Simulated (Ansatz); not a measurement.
```xyz
10

C    -0.8157   -0.2177    0.0773
C    -0.0997    0.9521    0.7829
S     1.4882    1.1100   -0.1609
Si    0.7323   -0.7713   -0.8333
H    -1.2953   -0.9194    0.7603
H    -1.5685    0.1491   -0.6230
H    -0.6445    1.8955    0.7460
H     0.1314    0.7235    1.8232
H     0.6502   -0.9586   -2.3066
H     1.4215   -1.9632   -0.2660
```

Charge 0, multiplicity 1.

Problem. List the PBE/def2-TZVPP orbital energies in eV (the Gaussian-basis code of Ansatz). (Best estimate.)

Solution. Computed: Occupied: -2395.35, -1779.94, -270.05, -269.06, -208.30, -154.46, -154.35, -154.22, -137.64, -94.42, -94.35, -94.34, -20.21, -16.78, -15.16, -12.22, -11.49, -10.89, -9.25, -9.02, -8.35, -7.46, -6.98, -5.60. Lowest empty: -1.00, -0.83, 0.28, 0.66, 1.34, 1.42, 1.90, 2.27.
